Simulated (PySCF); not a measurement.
Deuteron quadrupole couplings in `[SiH3]C[SiH2]C1COC1`

Compound: C₄H₁₂OSi₂.
Geometry (GFN2-xTB, Å), atoms numbered from 1 in this order:
```
atom  x, y, z in Å
Si1    2.608    0.916   -0.409
C2     1.831   -0.624    0.392
Si3    0.182   -1.218   -0.337
C4    -1.074    0.203   -0.265
C5    -2.541   -0.172   -0.504
O6    -2.892    0.177    0.835
C7    -1.565    0.612    1.129
H8     1.758    2.087   -0.174
H9     2.766    0.704   -1.849
H10    3.924    1.161    0.189
H11    1.700   -0.429    1.457
H12    2.542   -1.446    0.325
H13    0.327   -1.619   -1.743
H14   -0.335   -2.358    0.435
H15   -0.754    1.053   -0.866
H16   -2.742   -1.227   -0.712
H17   -3.076    0.444   -1.234
H18   -1.141    0.062    1.975
H19   -1.530    1.685    1.348
```

Level: PBE0/pcSseg-1 (PySCF, non-relativistic); Q(2H) = 0.00286 b; rigid geometry, the same for H and D, with no vibrational averaging.

Question: Rank these positions by the coupling χzz of a deuteron there, largest first.
A. H15 (methine hydrogen)
B. H13 (Si–H hydrogen)
C. H12 (methylene hydrogen)
D. H18 (methylene hydrogen)

Answer: C (216 kHz), A (210 kHz), D (197 kHz), B (107 kHz).

Q: What are Vzz, η and χzz (234.96 MHz × Q × Vzz) at all hydrogens?

A: 
| atom | bonded to | bond length (Å) | Vzz (au) | η | χzz (kHz) |
| --- | --- | --- | --- | --- | --- |
| H8 | Si1 | 1.465 | 0.1621 | 0.01 | 109 |
| H9 | Si1 | 1.464 | 0.1626 | 0.01 | 109 |
| H10 | Si1 | 1.466 | 0.1609 | 0.01 | 108 |
| H11 | C2 | 1.091 | 0.3196 | 0.00 | 215 |
| H12 | C2 | 1.089 | 0.3221 | 0.00 | 216 |
| H13 | Si3 | 1.469 | 0.1593 | 0.01 | 107 |
| H14 | Si3 | 1.470 | 0.1580 | 0.01 | 106 |
| H15 | C4 | 1.090 | 0.3122 | 0.00 | 210 |
| H16 | C5 | 1.094 | 0.2934 | 0.03 | 197 |
| H17 | C5 | 1.095 | 0.2924 | 0.04 | 196 |
| H18 | C7 | 1.095 | 0.2935 | 0.04 | 197 |
| H19 | C7 | 1.095 | 0.2920 | 0.04 | 196 |

Q: Average by the element that carries the hydrogen.

A: on Si: 108 kHz over 5 positions, mean bond length 1.467 Å; on C: 204 kHz over 7 positions, mean bond length 1.093 Å.

Q: Give the 2H NMR doublet splittings at H8 for a magnetic field along the z, y and x axes of the gradient: 3χ/2, 3χ(1 + η)/4, 3χ(1 − η)/4.

A: With |χ| = 109.0 kHz and η = 0.014: 163, 83 and 81 kHz, to first order and without motion.

The structure is a single GFN2-xTB conformer in the gas phase; no vibrational or solvent corrections. GFN2-xTB bond lengths can be off by several hundredths of an ångström, more for odd bonds, and the gradients follow them. A larger basis could move these couplings by a tenth or more.
